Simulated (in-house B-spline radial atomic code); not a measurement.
Successive ionisation energies of calcium; each step leads to the configuration of the next row (after the last: [He] 2s2 2p1). Dirac energy differences include first-order Breit, QED and recoil terms. NIST's values go from ground level to ground level; the uncertainty of those that are theory runs from under 0.1 % in few-electron ions to several per cent in heavy many-electron ones. Computed with a radial B-spline atomic code at the basis-set limit: Dirac-Hartree-Fock, average of the configuration, finite nuclei.

| ion | configuration | ionisation energy (eV) | tabulated value (eV) | computed minus tabulated (eV) | highest orbital | largest mean radius (bohr) |
| --- | --- | --- | --- | --- | --- | --- |
| Ca6+ | [Ne] 3s2 3p2 | 125.0 | 127.21 | -2.2 | 3p3/2 | 1.091 |
| Ca7+ | [Ne] 3s2 3p1 | 146.4 | 147.24 | -0.9 | 3p3/2 | 1.0573 |
| Ca8+ | [Ne] 3s2 | 186.2 | 188.54 | -2.3 | 3s1/2 | 1.0065 |
| Ca9+ | [Ne] 3s1 | 210.7 | 211.275 | -0.6 | 3s1/2 | 0.98275 |
| Ca10+ | [He] 2s2 2p6 | ? | ? | ? | ? | ? |
| Ca11+ | [He] 2s2 2p5 | 661.4 | 658.2 | 3.2 | 2p3/2 | 0.35085 |
| Ca12+ | [He] 2s2 2p4 | ? | ? | ? | ? | ? |
| Ca13+ | [He] 2s2 2p3 | 810.8 | 817.2 | -6.4 | 2p3/2 | 0.3391 |
| Ca14+ | [He] 2s2 2p2 | 889.9 | 894 | -4.1 | 2p3/2 | 0.33347 |

(1) Fill in the row of Ca10+.

(2) Fill in the row of Ca12+.

(3) Where is the largest jump?

Where a p, d or f electron is removed, the computed value is a mean over both j, so it misses the tabulated one by a part of the spin-orbit splitting; averaging over terms and missing correlation add to the gap, relatively most at low charge.

## Answers

(1) ionisation energy (eV): 591.1; tabulated value (eV): 591.6; computed minus tabulated (eV): -0.5; highest orbital: 2p3/2; largest mean radius (bohr): 0.35699.

(2) ionisation energy (eV): 734.7; tabulated value (eV): 728.6; computed minus tabulated (eV): 6.1; highest orbital: 2p3/2; largest mean radius (bohr): 0.34489.

(3) From Ca9+ to Ca10+, by a factor of 2.81 (210.7 to 591.09 eV); the highest orbital goes from 3s1/2 to 2p3/2.
